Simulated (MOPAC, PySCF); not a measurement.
Stepwise substitution at one centre (Ga Br-H). All species are isolated molecules in the gas phase. Strings in code marks are SMILES.

Quantity: redistribution energy (mixed species minus the weighted end members), in eV. Semi-empirical values (MOPAC) are differences of heats of formation.

Level 1: B3LYP/3-21G // PBE-D3(BJ)/def2-TZVP (PySCF)
Level 2: PBE/6-31G* // PBE-D3(BJ)/def2-TZVP (PySCF)
Level 3: SVWN5/6-31G* // PBE-D3(BJ)/def2-TZVP (PySCF)
Level 4: AM1 // PBE-D3(BJ)/def2-TZVP (MOPAC)

```tsv
species	level 2	level 3	level 4
1 of 3 Br replaced by H: `[Br][GaH][Br]`	-0.151	-0.160	-0.120
2 of 3 Br replaced by H: `[GaH2][Br]`	-0.152	-0.155	-0.044
```

Problem. What does level 1 give for each?

Solution. 
- 1 of 3 Br replaced by H: `[Br][GaH][Br]`: -0.114
- 2 of 3 Br replaced by H: `[GaH2][Br]`: -0.111
